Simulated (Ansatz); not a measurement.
Reaction (ligand exchange at the Si–C bond): `C=C([SiH3])C[SiH3]` + `O[SiH2]S` → `[SiH3]O[SiH2]S` + `C=CC[SiH3]`

Gas-phase electronic energies from Ansatz, PBE0-D4/def2-TZVP geometries. CCSD(T)/CBS is the MP2 limit (def2-TZVPP, def2-QZVPP) plus CCSD(T) − MP2 in def2-TZVPP, frozen cores. DFT in def2-TZVPP. Each species was taken in one conformer, which may not be the lowest.

| level | ΔE (kcal/mol) | difference from CCSD(T)/CBS |
| --- | --- | --- |
| BLYP-D4 | -24.4 | 1.0 |
| r2SCAN-D4 | -25.0 | 0.4 |
| B2PLYP | -26.6 | -1.2 |
| revPBE | -22.8 | 2.6 |
| r2SCAN0 | -25.8 | -0.4 |
| LC-ωPBE | -24.9 | 0.5 |
| SCS-MP2/def2-TZVPP | -26.6 | -1.2 |
| MP2/def2-QZVPP | -25.4 | 0.0 |
| SCS-MP2/def2-QZVPP | -26.8 | -1.4 |
| MP2/CBS(def2) | -25.3 | 0.1 |
| CCSD(T)/CBS | -25.4 | 0 |

Q: What do rigid-rotor, harmonic-oscillator terms from PBE0-D4/def2-TZVP frequencies (298.15 K, 1 bar) make of the CCSD(T)/CBS value? (Best estimate.)

A: The calculation gave: ΔZPE = +0.6 kcal/mol, ΔH = -24.7 kcal/mol, ΔS = 15 J/(mol·K), ΔG = -25.8 kcal/mol. Modes under 50 cm⁻¹ make the entropy rough.

Largest T1 diagnostic among the species: 0.011.

At CCSD(T), def2-SVP lies +1.0 kcal/mol from the extrapolated value and def2-TZVPP +0.1 kcal/mol. Leaving LDA and LC-ωPBE aside and taking each functional with its dispersion term where it has one, the values, not all of them listed here, spread over 6.9 kcal/mol, from BHLYP-D4 to revPBE-D4. LDA lies +1.1 kcal/mol from PBE without D4. The D4 term adds +1.2 kcal/mol with B3LYP and +0.6 kcal/mol with PBE0; it sums over pairs of atoms, weighted by their polarisabilities, and B3LYP, whose exchange is more repulsive, gets the larger term.

B3LYP here is the variant with VWN-RPA as its local correlation; programs differ in this.
